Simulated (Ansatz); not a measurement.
`C[CH](C)[Ga]([OH])[OH]` + `[OH][K]` → `C[O][K]` + `C[CH2][Ga]([OH])[OH]`  (substitution at a C–C bond)

Calculated with Ansatz (gas phase, PBE0-D4/def2-TZVP geometries, no zero-point term in ΔE). CCSD(T)/CBS adds triple-zeta CCSD(T) − MP2 to the extrapolated MP2 energy (def2 sets, frozen cores). Functionals use def2-TZVPP. B3LYP here is the variant with VWN-RPA as its local correlation; programs differ in this. For Ga, K outer-core shells are correlated without core-valence functions, which leaves a few kJ/mol of doubt a bond. Scalar relativity is left out up to krypton. One conformer a species, not always the lowest.

CCSD(T)/CBS gives +53.6 kJ/mol.

**Question.** Another level gave +37.6 kJ/mol. Which?
A. B3LYP/def2-TZVPP
B. PBE0-D4/def2-TZVPP
C. HF/def2-TZVPP
D. PBE0/def2-TZVPP

**Answer.** D. PBE0 37.6, B3LYP 32.0, PBE0-D4 41.6, HF/def2-TZVPP 26.4 kJ/mol.

Largest T1 diagnostic among the species: 0.013.

The D4 term adds +7.1 kJ/mol with B3LYP and +4.0 kJ/mol with PBE0; it sums over pairs of atoms, weighted by their polarisabilities, and B3LYP, whose exchange is more repulsive, gets the larger term. In def2-TZVPP, CCSD(T) changes the Hartree–Fock value by +19.8 kJ/mol (the triples alone add +1.6 kJ/mol) and MP2 by +27.9 kJ/mol.

CCSD(T)/CBS has its own doubt, a few kJ/mol and more with outer-core shells, so smaller differences from it don't rank the levels.
